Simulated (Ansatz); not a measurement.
Consider the ligand exchange at the In–O bond: `C[Si](C)(C)[O][In]([Cl])[Cl]` + `O[SiH3]` → `[SiH3][O][In]([Cl])[Cl]` + `C[Si](C)(C)O`.

Calculated with Ansatz (gas phase, PBE0-D4/def2-TZVP geometries, no zero-point term in ΔE). CCSD(T)/CBS is the MP2 limit (def2-TZVPP, def2-QZVPP) plus CCSD(T) − MP2 in def2-TZVPP, frozen cores. Functionals use def2-TZVPP. B3LYP here is the variant with VWN-RPA as its local correlation; programs differ in this. Elements past krypton have def2 core potentials. For In outer-core shells are correlated without core-valence functions, which leaves a few kJ/mol of doubt a bond. Each species was taken in one conformer, which may not be the lowest.

`C[Si](C)(C)[O][In]([Cl])[Cl]`:

Cartesian coordinates in Å:
```
C -0.136 -1.266 1.876
Si 0.058 -0.261 0.318
C 0.225 -1.373 -1.175
C 1.548 0.863 0.432
O -1.316 0.655 0.175
In -1.866 1.941 -1.175
Cl -3.891 3.001 -0.997
Cl -0.477 2.402 -2.958
H 0.738 -1.902 2.042
H -0.252 -0.616 2.747
H -1.017 -1.909 1.817
H 0.335 -0.790 -2.094
H 1.105 -2.017 -1.090
H -0.650 -2.020 -1.285
H 1.666 1.459 -0.478
H 1.462 1.547 1.280
H 2.467 0.284 0.564
```

`O[SiH3]`:

Cartesian coordinates in Å:
```
O -0.665 1.094 -0.051
Si 0.259 -0.268 -0.133
H -1.236 1.202 0.711
H 1.197 -0.366 1.018
H 1.023 -0.164 -1.397
H -0.578 -1.499 -0.147
```

`[SiH3][O][In]([Cl])[Cl]`:

```xyz
8

Si   -0.542   -0.856    1.143
O     0.655   -0.289    0.179
In    0.806    0.950   -1.319
Cl   -1.066    2.018   -2.109
Cl    2.877    1.287   -2.234
H    -1.870   -0.328    0.720
H    -0.289   -0.441    2.548
H    -0.571   -2.341    1.071
```

`C[Si](C)(C)O`:

Z-matrix (Å, degrees):
```
C
Si 1 1.870
H 1 1.093 2 111.0
H 1 1.094 2 111.5 3 -120.3
H 1 1.094 2 111.0 3 120.0
C 2 1.870 1 109.3 3 179.2
C 2 1.861 1 111.0 3 -58.1
O 2 1.660 1 110.3 3 57.6
H 6 1.093 2 111.0 1 -179.2
H 6 1.094 2 111.5 1 -58.9
H 6 1.094 2 111.0 1 60.8
H 7 1.093 2 111.1 1 -60.9
H 7 1.093 2 110.8 1 179.0
H 7 1.093 2 110.8 1 59.2
H 8 0.957 2 117.5 1 60.4
```

```tsv
level	ΔE (kJ/mol)
BLYP-D4	7.9
PBE0-D4	5.6
r2SCAN	3.4
PBE0	0.9
B3LYP	-1.0
CCSD(T)/def2-SVP	7.2
SCS-MP2/def2-TZVPP	5.6
CCSD(T)/def2-TZVPP	6.8
```

**Question.** What does CCSD(T)/CBS give? (Estimate.)

**Answer.** Ansatz gave: +7.0 kJ/mol. The listed levels differ from it by 0.9, -1.4, -3.6, -6.1, -8.0, 0.2, -1.4, -0.2 kJ/mol.

Largest T1 diagnostic among the species: 0.014.

Leaving LDA and LC-ωPBE aside and taking each functional with its dispersion term where it has one, the values, not all of them listed here, spread over 5.5 kJ/mol, from B2PLYP to BLYP-D4. LDA lies +3.9 kJ/mol from PBE without D4. The D4 term adds +7.4 kJ/mol with B3LYP and +4.7 kJ/mol with PBE0; it sums over pairs of atoms, weighted by their polarisabilities, and B3LYP, whose exchange is more repulsive, gets the larger term.

CCSD(T)/CBS has its own doubt, a few kJ/mol and more with outer-core shells, so smaller differences from it don't rank the levels.
